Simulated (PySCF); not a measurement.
CH₇FO₂Si₂, SMILES CO[Si@H](F)O[SiH3].

Geometry optimised at r2SCAN-D4/def2-SVP. The structure was generated by enumeration; whether it is a known compound was not checked. Other conformers were not sampled.

Computed with PySCF with TDDFT-M06-2X/def2-SVPD.

Vertical excitations. Isolated molecule, no solvent.

Computed excitation energies, oscillator strengths and character:
```json
[
 {"state": "S1", "energy (eV)": "7.79", "λ (nm)": "159", "f": "0.001", "main pairs": "HOMO−1→LUMO 48 %, HOMO→LUMO 22 %, HOMO−1→LUMO+1 10 %"},
 {"state": "S2", "energy (eV)": "7.96", "λ (nm)": "156", "f": "0.003", "main pairs": "HOMO−2→LUMO 57 %, HOMO−2→LUMO+1 14 %"},
 {"state": "S3", "energy (eV)": "8.41", "λ (nm)": "147", "f": "0.002", "main pairs": "HOMO→LUMO 47 %, HOMO−1→LUMO 14 %, HOMO→LUMO+2 12 %, HOMO−2→LUMO 11 %"},
 {"state": "S4", "energy (eV)": "8.79", "λ (nm)": "141", "f": "0.103", "main pairs": "HOMO−1→LUMO+1 48 %, HOMO→LUMO+1 19 %, HOMO−1→LUMO 11 %"},
 {"state": "S5", "energy (eV)": "8.95", "λ (nm)": "139", "f": "0.036", "main pairs": "HOMO−2→LUMO+1 35 %, HOMO−3→LUMO 14 %, HOMO→LUMO+1 8 %, HOMO→LUMO+2 7 %"},
 {"state": "S6", "energy (eV)": "8.97", "λ (nm)": "138", "f": "0.014", "main pairs": "HOMO−3→LUMO 43 %, HOMO−1→LUMO+2 12 %, HOMO−1→LUMO+1 7 %, HOMO−3→LUMO+2 7 %"},
 {"state": "S7", "energy (eV)": "9.01", "λ (nm)": "138", "f": "0.083", "main pairs": "HOMO−2→LUMO+1 23 %, HOMO→LUMO+3 13 %, HOMO→LUMO+2 9 %, HOMO→LUMO+7 8 %"},
 {"state": "S8", "energy (eV)": "9.03", "λ (nm)": "137", "f": "0.008", "main pairs": "HOMO−2→LUMO+5 23 %, HOMO−1→LUMO+3 17 %, HOMO−1→LUMO+6 15 %, HOMO−1→LUMO+7 6 %"},
 {"state": "S9", "energy (eV)": "9.27", "λ (nm)": "134", "f": "0.030", "main pairs": "HOMO→LUMO+2 23 %, HOMO→LUMO+4 19 %, HOMO→LUMO+1 16 %, HOMO−1→LUMO+1 6 %"},
 {"state": "S10", "energy (eV)": "9.46", "λ (nm)": "131", "f": "0.013", "main pairs": "HOMO→LUMO+3 41 %, HOMO→LUMO+4 17 %, HOMO→LUMO+2 9 %"},
 {"state": "T1", "energy (eV)": "7.46", "λ (nm)": "166", "f": "0", "main pairs": "HOMO−1→LUMO 45 %, HOMO→LUMO 19 %, HOMO−1→LUMO+1 11 %"},
 {"state": "T2", "energy (eV)": "7.63", "λ (nm)": "162", "f": "0", "main pairs": "HOMO−2→LUMO 56 %, HOMO−2→LUMO+1 15 %"},
 {"state": "T3", "energy (eV)": "8.25", "λ (nm)": "150", "f": "0", "main pairs": "HOMO→LUMO 35 %, HOMO→LUMO+2 16 %, HOMO−1→LUMO 10 %, HOMO→LUMO+7 7 %"},
 {"state": "T4", "energy (eV)": "8.56", "λ (nm)": "145", "f": "0", "main pairs": "HOMO−1→LUMO+1 32 %, HOMO→LUMO+1 17 %, HOMO→LUMO 6 %, HOMO−1→LUMO+7 5 %"}
]
```
Triplets are in the Tamm–Dancoff approximation, which puts them higher than full response would, so one can lie above its singlet here.
